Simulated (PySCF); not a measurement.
Molecule: `C(BC)/C=C/C`, C₅H₁₁B.

Structure with atom numbers: `[CH3:1][BH:2][CH2:3]/[CH:4]=[CH:5]/[CH3:6]`. Hydrogens are named by the atom that carries them.

Geometry PBE0-D3(BJ)/def2-SVP throughout; GIAO in PySCF, gas phase, one conformer, non-relativistic; equivalent atoms averaged; functional PBE0.

**Question.** How do the shifts δ (against TMS at the same level) depend on the basis set? (a selection of nuclei; ppm; last column core-seconds on shared hosts with different chips, so compare them loosely)

**Answer.** 
| basis set | functions | C4 | C5 | C3 | C6 | C1 | H(B2) | H(C4) | H(C5) | H(C6) | core-s |
| --- | --- | --- | --- | --- | --- | --- | --- | --- | --- | --- | --- |
| STO-3G | 41 | 111.5 | 106.3 | 33.7 | 23.4 | 16.2 | 7.17 | 5.45 | 4.82 | 1.43 | 3.1 |
| 6-31G | 76 | 128.0 | 120.7 | 43.2 | 20.5 | 16.1 | 8.26 | 6.28 | 5.65 | 1.80 | 5.8 |
| 6-31G* | 106 | 125.2 | 118.2 | 40.9 | 19.8 | 14.0 | 7.71 | 6.02 | 5.36 | 1.61 | 8.2 |
| def2-SVP | 139 | 130.0 | 122.5 | 41.6 | 19.1 | 13.8 | 7.45 | 5.88 | 5.24 | 1.54 | 11 |
| pcSseg-1 | 157 | 137.6 | 130.3 | 44.8 | 21.2 | 15.2 | 7.33 | 6.02 | 5.43 | 1.74 | 14 |
| 6-311+G(2d,p) | 228 | 135.9 | 128.7 | 44.2 | 19.9 | 14.0 | 7.46 | 6.16 | 5.57 | 1.71 | 24 |
| def2-TZVP | 252 | 137.4 | 130.1 | 44.6 | 20.6 | 13.9 | 7.48 | 6.18 | 5.57 | 1.70 | 29 |

**Question.** Which nucleus among those listed moves most, in ppm?

**Answer.** C4 (alkene CH): from 111.5 ppm with STO-3G to 137.6 ppm with pcSseg-1. The smallest spread is 0.37 ppm, at H(C6). Proton shifts span only some 12 ppm, so a few tenths of a ppm matter as much there as several ppm in carbon.

**Question.** Taking the largest basis, def2-TZVP (252 functions), as the yardstick, rank the others by their worst heavy-atom deviation.

**Answer.** pcSseg-1 1.3 ppm (157 functions), 6-311+G(2d,p) 1.5 ppm (228 functions), def2-SVP 7.6 ppm (139 functions), 6-31G 9.4 ppm (76 functions), 6-31G* 12.2 ppm (106 functions), STO-3G 25.9 ppm (41 functions).

A small basis that lands close on one nucleus may do so by chance; judge by the trend and by all nuclei.
